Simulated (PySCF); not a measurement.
H₈N₂Si₂, SMILES [SiH2]([SiH2]N)N.

Geometry: PBE0-D3(BJ)/def2-SVP. One conformer was computed; it need not be the lowest.

These are PBE/def2-TZVP in PySCF values and carry that method's errors.

The molecule is in vacuum.

total energy: -692.96516 hartree
highest occupied level: -5.75 eV
lowest empty level: -1.02 eV
orbital gap: 4.73 eV
dipole moment: 2.06 D
quadrupole, principal values (traceless, Buckingham form, about the centre of nuclear charge): -6.05, 0.89, 5.16 D·Å
mean static polarisability: 73.9 bohr³ (10.95 Å³)
polarisability, principal values: 64.6, 72.4, 84.6 bohr³
